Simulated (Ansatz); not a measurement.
`C=C=N[SiH](F)F` → `F[Si]F` + `C=C=N` at 600 K and 1 bar (silylene formation by 1,1-elimination).

Computed with Ansatz on PBE0-D4/def2-TZVP structures; ΔE is electronic, products minus reactants. CBS: MP2 limit from def2 TZ/QZ plus the TZ coupled-cluster correction, frozen cores. This one scheme is used for every species. One conformer a species, not always the lowest.

```
         species  CCSD(T)/CBS energy (Eh)  H − E (kJ/mol)  S (J/(mol·K))
`C=C=N[SiH](F)F`               -621.39174           191.8          443.5
        `F[Si]F`               -488.75686            38.5          291.1
         `C=C=N`               -132.55079           148.0          296.9
```

H − E and S are ideal-gas, rigid-rotor, harmonic terms from PBE0-D4/def2-TZVP, for one conformer and one mirror image of each species. 1 Eh = 2625.50 kJ/mol, R = 8.31446 J/(mol·K).

Problem. By hand: ΔE, ΔH, ΔS and ΔG.

Solution. ΔE = (-488.75686) + (-132.55079) − (-621.39174) = 0.08409 Eh = 220.8 kJ/mol. Δ(H − E) = 38.5 + 148.0 − 191.8 = -5.3, so ΔH = 215.5 kJ/mol. ΔS = 291.1 + 296.9 − 443.5 = 144.5 J/(mol·K). ΔG = 215.5 − 600 × (144.5)/1000 = 128.8 kJ/mol.

Problem. By hand: the equilibrium constant, and the temperature at which ΔG would vanish if ΔH and ΔS stayed fixed.

Solution. log₁₀ K = −ΔG/(RT ln 10) = -11.2. ΔG = 0 at ΔH/ΔS = 1491 K.

The number of gas molecules changes by +1, which sets the sign of ΔS. A doubt of 5 kJ/mol in ΔE shifts log₁₀ K by 0.4 here. Other conformers and mirror images would add mixing entropy, several J/(mol·K) or more a flexible species. Modes under 60 cm⁻¹, often nearly free rotors, make the harmonic entropy too high. These are equilibria of isolated gas molecules and say nothing of rates. Largest T1 diagnostic: 0.015 (customary marks: 0.02 for closed shells, 0.045 for open ones).
